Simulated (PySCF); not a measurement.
The dipole of `CSc1cnnc(C#N)c1C` from its density and from atomic charges.

Coordinates (GFN2-xTB, Å) and charges (e) from the PBE0/pcSseg-1 density (PySCF):

```json
{"atom": "C1", "x": "3.182", "y": "-0.011", "z": "0.015", "Mulliken": "-0.3964", "IAO": "-0.5079", "Hirshfeld": "-0.1065", "ESP-fitted": "-0.4099"}
{"atom": "S2", "x": "1.679", "y": "-0.994", "z": "0.269", "Mulliken": "+0.1075", "IAO": "+0.1939", "Hirshfeld": "+0.0718", "ESP-fitted": "-0.0518"}
{"atom": "C3", "x": "0.386", "y": "0.150", "z": "-0.035", "Mulliken": "-0.3154", "IAO": "-0.1239", "Hirshfeld": "-0.0122", "ESP-fitted": "-0.1992"}
{"atom": "C4", "x": "0.569", "y": "1.493", "z": "-0.379", "Mulliken": "+0.2295", "IAO": "-0.0492", "Hirshfeld": "+0.0033", "ESP-fitted": "+0.4825"}
{"atom": "N5", "x": "-0.437", "y": "2.314", "z": "-0.599", "Mulliken": "-0.2182", "IAO": "-0.1366", "Hirshfeld": "-0.0981", "ESP-fitted": "-0.4092"}
{"atom": "N6", "x": "-1.658", "y": "1.920", "z": "-0.508", "Mulliken": "-0.2427", "IAO": "-0.1429", "Hirshfeld": "-0.0974", "ESP-fitted": "-0.3113"}
{"atom": "C7", "x": "-1.927", "y": "0.654", "z": "-0.182", "Mulliken": "+0.1279", "IAO": "+0.0561", "Hirshfeld": "+0.0568", "ESP-fitted": "+0.5768"}
{"atom": "C8", "x": "-3.302", "y": "0.304", "z": "-0.102", "Mulliken": "+0.1372", "IAO": "+0.1451", "Hirshfeld": "+0.0851", "ESP-fitted": "+0.0844"}
{"atom": "N9", "x": "-4.405", "y": "0.005", "z": "-0.032", "Mulliken": "-0.2280", "IAO": "-0.2129", "Hirshfeld": "-0.1930", "ESP-fitted": "-0.3489"}
{"atom": "C10", "x": "-0.935", "y": "-0.303", "z": "0.073", "Mulliken": "-0.1945", "IAO": "+0.0278", "Hirshfeld": "+0.0194", "ESP-fitted": "+0.0250"}
{"atom": "C11", "x": "-1.243", "y": "-1.712", "z": "0.439", "Mulliken": "-0.0910", "IAO": "-0.4410", "Hirshfeld": "-0.1164", "ESP-fitted": "-0.5823"}
{"atom": "H12", "x": "3.221", "y": "0.803", "z": "0.733", "Mulliken": "+0.1699", "IAO": "+0.1657", "Hirshfeld": "+0.0549", "ESP-fitted": "+0.1546"}
{"atom": "H13", "x": "3.219", "y": "0.358", "z": "-1.006", "Mulliken": "+0.1698", "IAO": "+0.1657", "Hirshfeld": "+0.0549", "ESP-fitted": "+0.1554"}
{"atom": "H14", "x": "4.007", "y": "-0.696", "z": "0.189", "Mulliken": "+0.1730", "IAO": "+0.1823", "Hirshfeld": "+0.0648", "ESP-fitted": "+0.2159"}
{"atom": "H15", "x": "1.546", "y": "1.939", "z": "-0.486", "Mulliken": "+0.0933", "IAO": "+0.1656", "Hirshfeld": "+0.0567", "ESP-fitted": "+0.0171"}
{"atom": "H16", "x": "-2.315", "y": "-1.890", "z": "0.463", "Mulliken": "+0.1597", "IAO": "+0.1713", "Hirshfeld": "+0.0532", "ESP-fitted": "+0.2167"}
{"atom": "H17", "x": "-0.816", "y": "-1.940", "z": "1.416", "Mulliken": "+0.1592", "IAO": "+0.1706", "Hirshfeld": "+0.0517", "ESP-fitted": "+0.1940"}
{"atom": "H18", "x": "-0.779", "y": "-2.388", "z": "-0.280", "Mulliken": "+0.1591", "IAO": "+0.1702", "Hirshfeld": "+0.0510", "ESP-fitted": "+0.1903"}
```

What dipole does each set of charges give (1 e·Å = 4.803 D), and what does the density give?

The full density gives (6.83, -2.83, 0.78) D, 7.43 D in size; dipole vectors point from the negative to the positive end.

| scheme | μx | μy | μz | size (D) | share of the full size (%) | angle to the full dipole (°) |
| --- | --- | --- | --- | --- | --- | --- |
| Mulliken | 6.40 | -5.63 | 1.50 | 8.66 | 117 | 19 |
| IAO | 5.71 | -3.45 | 0.93 | 6.73 | 91 | 9 |
| Hirshfeld | 5.12 | -2.02 | 0.56 | 5.53 | 74 | 1 |
| ESP-fitted | 6.87 | -2.81 | 0.78 | 7.46 | 100 | 0 |

Which set comes closest?

Length of the difference vector: ESP-fitted 0.05 D, IAO 1.29 D, Hirshfeld 1.91 D, Mulliken 2.92 D. Closest: ESP-fitted. The schemes that divide the density aren't constrained to reproduce the dipole.

What is left for the Hirshfeld atoms' own dipoles?

The shares of the density sum to the whole, so what Σ q r misses lies in dipoles about the nuclei. The atomic dipoles sum to (6.83, -2.83, 0.78) − (5.12, -2.02, 0.56) = (1.71, -0.81, 0.22) D, 1.91 D in size.

With the origin at the mean of the coordinates, (0.000, 0.000, -0.001) Å, which are the largest single terms, by size, of the IAO dipole along the direction of the full one?

C1 -7.15, N9 +4.14, H14 +3.47, C8 -2.20, H12 +2.17 D; all 18 atoms together +6.66 D. The single terms depend on the origin, their sum doesn't.

Give the size of the full dipole in other units.

7.43 D = 2.923 au = 1.547 e·Å = 24.78 × 10⁻³⁰ C·m.

The structure is a single GFN2-xTB conformer in the gas phase; no vibrational or solvent corrections.

Conformer computed: `[CH3:1][S:2][c:3]1[cH:4][n:5][n:6][c:7]([C:8]#[N:9])[c:10]1[CH3:11]`: C1–S2–C3–C4 0°.
